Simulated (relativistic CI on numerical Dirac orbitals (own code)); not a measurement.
**Ligand-field terms of d8**

Computed with a parametric ligand-field model of a d^n configuration (Racah B and C, spin-orbit zeta, crystal field), exact diagonalisation.

Field parameters in Wybourne normalisation: Oh B⁴₀ = 21Dq, B⁴₄ = √(5/14) B⁴₀. The field is a parameter set, without covalency.

Problem. A d8 ion in Oh symmetry has the ground term 3A2 and bands at 1E 8683 cm⁻¹ (1152 nm), 1A1 16643 cm⁻¹ (601 nm), 3T2 34900 cm⁻¹ (287 nm), 3T1 41457 cm⁻¹ (241 nm), 1T2 43527 cm⁻¹ (230 nm), 3T1 71943 cm⁻¹ (139 nm). Which parameters reproduce them?

Solution. B = 580, C = 2050, ζ = 0 cm⁻¹, Oh, 10Dq = 34900 cm⁻¹.

Problem. Ground term and bands for B = 1030, C = 4300, ζ = 0 cm⁻¹, Oh, 10Dq = 16650 cm⁻¹?

Solution. Ground term 3A2 with 2.00 electrons in the two orbitals of the cubic e set. Spin-allowed: 3T2 16650 cm⁻¹ (601 nm), 3T1 25502 cm⁻¹ (392 nm), 3T1 39898 cm⁻¹ (251 nm). Lowest spin-forbidden: 1E 16473 cm⁻¹ (607 nm), 1A1 28292 cm⁻¹ (353 nm), 1T2 32797 cm⁻¹ (305 nm). With an A2 ground term the first spin-allowed band lies at |10Dq| itself.

Problem. Ground term and bands for B = 680, C = 3380, ζ = 0 cm⁻¹, Oh, 10Dq = 16100 cm⁻¹?

Solution. Ground term 3A2 with 2.00 electrons in the two orbitals of the cubic e set. Spin-allowed: 3T2 16100 cm⁻¹ (621 nm), 3T1 22804 cm⁻¹ (439 nm), 3T1 35696 cm⁻¹ (280 nm). Lowest spin-forbidden: 1E 12032 cm⁻¹ (831 nm), 1A1 21054 cm⁻¹ (475 nm), 1T2 27976 cm⁻¹ (357 nm). With an A2 ground term the first spin-allowed band lies at |10Dq| itself.

Problem. Ground term and bands for B = 380, C = 1920, ζ = 0 cm⁻¹, Oh, 10Dq = 18050 cm⁻¹?

Solution. Ground term 3A2 with 2.00 electrons in the two orbitals of the cubic e set. Spin-allowed: 3T2 18050 cm⁻¹ (554 nm), 3T1 22263 cm⁻¹ (449 nm), 3T1 37587 cm⁻¹ (266 nm). Lowest spin-forbidden: 1E 6833 cm⁻¹ (1464 nm), 1A1 12679 cm⁻¹ (789 nm), 1T2 24836 cm⁻¹ (403 nm). With an A2 ground term the first spin-allowed band lies at |10Dq| itself.

Problem. Ground term and bands for B = 730, C = 3750, ζ = 0 cm⁻¹, Oh, 10Dq = 22050 cm⁻¹?

Solution. Ground term 3A2 with 2.00 electrons in the two orbitals of the cubic e set. Spin-allowed: 3T2 22050 cm⁻¹ (454 nm), 3T1 29657 cm⁻¹ (337 nm), 3T1 47443 cm⁻¹ (211 nm). Lowest spin-forbidden: 1E 13198 cm⁻¹ (758 nm), 1A1 23573 cm⁻¹ (424 nm), 1T2 35113 cm⁻¹ (285 nm). With an A2 ground term the first spin-allowed band lies at |10Dq| itself.
